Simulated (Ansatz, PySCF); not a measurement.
Gas-phase reaction (SMILES): [GeH3][c]1cccs1 + 5 C (CH4) + S (H2S) -> 2 C=C (C2H4) [ethene] + CC (C2H6) + 2 CS (CH4S) [methanethiol] + [CH3][GeH3]; bond separation energy.

Structures are relaxed separately at B3LYP-D3(BJ)/def2-TZVP in Ansatz (a first-principles code). Correlated levels leave the core frozen unless marked. Spin-orbit coupling is left out. The frozen core is the preceding noble-gas configuration, with the filled d and f shells of earlier blocks. No relativistic terms. Basis-set limits of correlation are two-point, X^-3; Hartree-Fock from the larger set. [CCSD(T)-MP2]/basis is that difference in the basis named. Unstable Hartree-Fock reference: [GeH3][c]1cccs1. Thermal terms are rigid-rotor harmonic-oscillator values from B3LYP-D3(BJ) frequencies (Ansatz or PySCF) at 298.15 K and 1 atm. 1 Eh = 627.5095 kcal/mol.

| species | E, RI-MP2/CBS(def2-TZVPPD,def2-QZVPPD)+[CCSD(T)-MP2]/def2-TZVPPD (Ansatz) (Eh) | E, B3LYP-D3(BJ)/def2-TZVPD (Ansatz + dftd3) (Eh) | H - E (Eh) |
|---|---|---|---|
| [GeH3][c]1cccs1 | -2629.09820 | -2631.36996 | 0.08776 |
| C (CH4) | -40.46135 | -40.53958 | 0.04840 |
| C=C (C2H4) | -78.47984 | -78.62799 | 0.05494 |
| CC (C2H6) | -79.71825 | -79.86964 | 0.07887 |
| CS (CH4S) | -438.22549 | -438.75720 | 0.05042 |
| S (H2S) | -398.97059 | -399.42828 | 0.01881 |
| [CH3][GeH3] | -2117.17880 | -2118.78869 | 0.06456 |

Problem. Work out ΔE and ΔH at 298.15 K at the first level, then ΔH at the second.

Solution. 
1. ΔE = [2×(-78.47984) + (-79.71825) + 2×(-438.22549) + (-2117.17880)] - [(-2629.09820) + 5×(-40.46135) + (-398.97059)] = 0.06783 Eh = 42.6 kcal/mol at RI-MP2/CBS(def2-TZVPPD,def2-QZVPPD)+[CCSD(T)-MP2]/def2-TZVPPD.
2. The terms H - E add up to 0.00558 Eh, so ΔH = (0.06783 + (0.00558))×627.5095 = 46.1 kcal/mol.
3. At B3LYP-D3(BJ)/def2-TZVPD the same steps give ΔE = 42.3 and ΔH = 45.8 kcal/mol, a shift of -0.3 from the first level.
4. These values are not checked against measurement here, since the tables used lack a sound gas-phase enthalpy of formation for at least one species.
